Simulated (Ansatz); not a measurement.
Ansatz results at the PBE0-D4/def2-TZVP geometry: size of the dipole moment (ωB97M-V/def2-TZVPP) 1.46 D; HOMO energy (ωB97M-V/def2-TZVPP) -10.13 eV; size of the dipole moment (B3LYP/def2-TZVPP) 1.44 D.

Each molecule was computed in one conformer, which needn't be the lowest.

(1) Which molecule gave them?
A. `FB1N[SiH2]1`
B. `FCC1(F)C=N1`
C. `[NH2][Ge]1([I])[O][AlH]1`
D. `OBNCO`

Answers

(1) D. The others give `[NH2][Ge]1([I])[O][AlH]1`: 3.04, -8.51, 2.88; `FCC1(F)C=N1`: 2.01, -10.72, 2.00; `FB1N[SiH2]1`: 1.70, -9.49, 1.70.

B3LYP here is the variant with VWN-RPA as its local correlation; programs differ in this.
